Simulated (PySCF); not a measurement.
## Worked example: entropy of an ideal gas

SiFCl₂Br, SMILES Cl[Si](Cl)(F)Br.

Coordinates come from a PBE-D3(BJ)/def2-SVP optimisation.

PBE-D3(BJ)/def2-SVP (PySCF) gives the harmonic wavenumbers 129, 139, 204, 225, 252, 388, 573, 626, 906 cm⁻¹ and the rotational temperatures 0.0843, 0.0526, 0.0423 K. The molar mass is 197.89 g/mol, the symmetry number 1, the spin multiplicity 1.

### Question
Work out the entropy at 298.15 K and 1 atm in the rigid-rotor, harmonic-oscillator model.

### Answer

Translation (Sackur–Tetrode at 1 atm): S = R[1.5 ln M + 2.5 ln T − 1.16487] = 174.7 J/(mol K).
Rotation: q = (√π/σ) T^1.5/√(θA θB θC) = 666000, S = R[ln q + 3/2] = 124.0 J/(mol K).
Vibration: with u = 1.4388 ν/T, each mode gives R[u/(e^u − 1) − ln(1 − e^−u)]:
```json
[
 {"ν (cm⁻¹)": "129", "modes": "1", "u": "0.62", "S (J/(mol K))": "12.39"},
 {"ν (cm⁻¹)": "139", "modes": "1", "u": "0.67", "S (J/(mol K))": "11.79"},
 {"ν (cm⁻¹)": "204", "modes": "1", "u": "0.98", "S (J/(mol K))": "8.77"},
 {"ν (cm⁻¹)": "225", "modes": "1", "u": "1.09", "S (J/(mol K))": "8.03"},
 {"ν (cm⁻¹)": "252", "modes": "1", "u": "1.22", "S (J/(mol K))": "7.18"},
 {"ν (cm⁻¹)": "388", "modes": "1", "u": "1.87", "S (J/(mol K))": "4.22"},
 {"ν (cm⁻¹)": "573", "modes": "1", "u": "2.77", "S (J/(mol K))": "2.09"},
 {"ν (cm⁻¹)": "626", "modes": "1", "u": "3.02", "S (J/(mol K))": "1.70"},
 {"ν (cm⁻¹)": "906", "modes": "1", "u": "4.37", "S (J/(mol K))": "0.57"}
]
```
These are all the modes. Sum 56.7 J/(mol K).
Spin: R ln 1 = 0.0 J/(mol K).
Total 355.4 J/(mol K); the program's own thermochemistry gives 355.4. Translation makes up 49 % and vibration 16 %. Anharmonicity, hindered rotation and orbital degeneracy are left out.
